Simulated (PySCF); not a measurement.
(2S)-2-fluorobutane (C₄H₉F), SMILES CC[C@H](C)F.

Geometry: PBE-D3(BJ)/def2-SVP. Other conformers were not sampled.

Vertical ionisation energy (IE) and electron affinity (EA) in eV. Rows of orbital energies are one-electron estimates. Where ΔSCF, EOM or ADC give a negative EA the extra electron is unbound and the value depends on the basis.

```csv
level,IE,EA
"−ε(HOMO), −ε(LUMO), r2SCAN/def2-TZVP (PySCF)",7.72,-1.09
"−ε(HOMO), −ε(LUMO), PBE/def2-TZVP (PySCF)",7.39,-0.34
```
